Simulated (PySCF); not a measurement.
# HF beside CCSD(T) along group 13: bonds to Cl

HF and CCSD(T) in PySCF with def2-TZVPP on every atom (core potentials on In), for the lowest determinant that a PBE0 search found; no spin–orbit coupling.

| molecule | state (unpaired electrons) | HF Re (Å) | HF ωe (cm⁻¹) | HF De (eV) | CCSD(T) Re (Å) | CCSD(T) ωe (cm⁻¹) | CCSD(T) De (eV) |
| --- | --- | --- | --- | --- | --- | --- | --- |
| BCl | singlet (closed shell) | 1.718 | 856 | 3.79 | 1.724 | 842 | 5.17 |
| AlCl | singlet (closed shell) | 2.149 | 478 | 4.01 | ? | ? | ? |
| GaCl | singlet (closed shell) | 2.229 | 364 | 3.63 | 2.211 | 377 | 4.75 |
| InCl | singlet (closed shell) | 2.430 | 311 | 3.40 | 2.408 | 323 | 4.47 |

**Question.** Estimate the CCSD(T) values of AlCl by adding the mean shift from HF to CCSD(T) of the other rows, and compare with the calculation.

**Answer.** The mean shifts are -1.1 pm, +4 cm⁻¹ and +1.19 eV, which give 2.138 Å, 482 cm⁻¹ and 5.20 eV. CCSD(T)/def2-TZVPP gives Re = 2.146 Å, ωe = 484 cm⁻¹, De = 5.09 eV.

**Question.** What are the mean differences of HF from CCSD(T) over the whole series?

**Answer.** Re +0.9 pm, ωe -4 cm⁻¹, De -1.16 eV.

In a basis of this size CCSD(T) is itself not converged; it tends to give bonds that are too long and too weak.

Correlated steps freeze the inner cores (6 to 14 orbitals); shallow outer-core shells are correlated. Spin–orbit coupling is left out, which matters for elements this heavy, above all for dissociation energies. Where the molecule has an RHF reference, its open-shell atoms are computed with UHF.
